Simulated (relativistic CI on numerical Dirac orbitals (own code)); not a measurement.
# Radial parameters of La XXXVIII

Calculated at this level of theory: Dirac-Coulomb-Breit CI, orbitals from a KLI potential per configuration, a model potential for QED, unscaled Slater integrals (own radial code, finite nucleus).

Slater integrals F^k, G^k are unscaled and averaged over j, outside the closed core [Ne]; ζ comes from projecting the Hamiltonian with its Breit term on Σ l·s of the shell.

- 3s²3p⁶3d²: F^2(3d,3d) = 443590, F^4(3d,3d) = 286620, ζ(3d) = 69215 cm⁻¹; <r>(3d) = 0.2306, <r^2>(3d) = 0.06158 (bohr units).
- 3s²3p⁵3d³: ζ(3p) = 515150, F^2(3d,3d) = 442740, F^4(3d,3d) = 286050, F^2(3p,3d) = 383010, G^1(3p,3d) = 407710, G^3(3p,3d) = 272590, ζ(3d) = 68443 cm⁻¹; <r>(3p) = 0.2593, <r^2>(3p) = 0.07767, <r>(3d) = 0.231, <r^2>(3d) = 0.0618 (bohr units).
- 3s3p⁶3d³: F^2(3d,3d) = 442380, F^4(3d,3d) = 285810, G^2(3s,3d) = 307340, ζ(3d) = 68836 cm⁻¹; <r>(3s) = 0.2656, <r^2>(3s) = 0.08044, <r>(3d) = 0.2311, <r^2>(3d) = 0.0619 (bohr units).

Question: Give the Racah parameters of the d shell in 3s²3p⁶3d².

Answer: B = F²/49 − 5F⁴/441 = 5803 cm⁻¹ and C = 35F⁴/441 = 22747 cm⁻¹.

Averages of the first 10 configurations, taken without configuration mixing, which lowers the lowest level and can move excited configurations by several eV; other configurations of the list can lie among them:

```tsv
Configuration	Parity	States	Average energy above the lowest level (eV)
3s²3p⁶3d²	even	45	30.8
3s²3p⁵3d³	odd	720	278.3
3s3p⁶3d³	even	240	492.1
3s²3p⁶3d4s	even	20	1061.3
3s²3p⁶3d4p	odd	60	1140.6
3s²3p⁶3d4d	even	100	1239.5
3s²3p⁵3d²4s	odd	540	1301.1
3s²3p⁶3d4f	odd	140	1320.6
3s²3p⁵3d²4p	even	1620	1380.6
3s²3p⁵3d²4d	odd	2700	1479.0
```
